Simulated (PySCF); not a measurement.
Isomers of C6H9FSi, one GFN2-xTB conformer each. Single-point energies are computed at B3LYP/def2-SVPD (PySCF, gas phase, no added dispersion term), electronic only.

Question: Rank them by B3LYP/def2-SVPD energy, lowest first (kcal/mol).
A. `[CH3:1][C:2]#[C:3][Si@H:4]1[CH2:5][C@@H:6]([F:7])[CH2:8]1` with C3–Si4–C5–C6 124°, Si4–C5–C6–F7 -135°, C5–C6–C8–Si4 14°, C3–Si4–C8–C6 -124°
B. `[CH3:1][CH2:2][Si@@H:3]1[CH:4]=[CH:5][CH:6]=[C:7]1[F:8]` with C1–C2–Si3–C4 -75°
C. `[CH:1]#[C:2][Si@:3]1([CH3:4])[CH2:5][C@H:6]([F:7])[CH2:8]1` with C2–Si3–C5–C6 -121°, Si3–C5–C6–F7 131°, C5–C6–C8–Si3 -11°, C2–Si3–C8–C6 121°
D. `[CH:1]#[C:2][C@@H:3]1[CH2:4][SiH2:5][C@H:6]([F:7])[CH2:8]1` with C2–C3–C4–Si5 -162°, C3–C4–Si5–C6 15°, C4–Si5–C6–F7 132°, Si5–C6–C8–C3 -37°
E. `[CH:1]#[C:2][C@@H:3]1[CH2:4][SiH2:5][C@@H:6]([F:7])[CH2:8]1` with C2–C3–C4–Si5 -162°, C3–C4–Si5–C6 16°, C4–Si5–C6–F7 -106°, Si5–C6–C8–C3 -36°
F. `[CH:1]#[C:2][C@@H:3]([CH3:4])[C@H:5]1[CH2:6][Si@@H:7]1[F:8]` with C2–C3–C5–C6 78°

Answer: B (0.0), F (12.9), C (14.0), A (14.9), E (25.1), D (26.6).

As drawn, the lowest has a C=C bond outside aromatic rings, which the highest lacks; the highest has a C≡C bond, which the lowest lacks. Neighbours under 2.5 kcal/mol apart (C#C[C@@H](C)[C@H]1C[Si@@H]1F and C#C[Si@]1(C)C[C@H](F)C1; C#C[Si@]1(C)C[C@H](F)C1 and CC#C[Si@H]1C[C@@H](F)C1; C#C[C@@H]1C[SiH2][C@@H](F)C1 and C#C[C@@H]1C[SiH2][C@H](F)C1) can change places with a better method, another conformer or zero-point energy. C#C[C@@H]1C[SiH2][C@@H](F)C1 and C#C[C@@H]1C[SiH2][C@H](F)C1 are stereoisomers, 1.5 kcal/mol apart in the conformers taken. GFN2-xTB itself gives, in the same order: 4.7, 0.0, 27.1, 13.5, 5.1, 5.6. GFN2-xTB puts C#C[C@@H](C)[C@H]1C[Si@@H]1F lowest instead; measured from each level's own lowest isomer, the values differ by up to 21.0 kcal/mol (C#C[C@@H]1C[SiH2][C@H](F)C1: 5.6 against 26.6).

Which frontier levels, dipoles and rotational constants go with these structures?

```
                      SMILES  HOMO (eV, B3LYP/def2-SVPD)  LUMO (eV)  dipole (D)       A, B, C (MHz)
          CC[Si@@H]1C=CC=C1F                       -6.27      -1.67        1.71   2613, 1255, 922.6
C#C[C@@H](C)[C@H]1C[Si@@H]1F                       -6.79      -0.17        1.25  3614, 903.7, 786.2
     C#C[Si@]1(C)C[C@H](F)C1                       -7.62      -0.48        2.48   2511, 1131, 916.7
     CC#C[Si@H]1C[C@@H](F)C1                       -7.37      -0.44        2.65  3842, 721.0, 686.4
C#C[C@@H]1C[SiH2][C@@H](F)C1                       -7.52       0.06        1.68   3054, 1157, 926.0
 C#C[C@@H]1C[SiH2][C@H](F)C1                       -7.59      -0.11        1.77   3115, 1105, 869.7
```
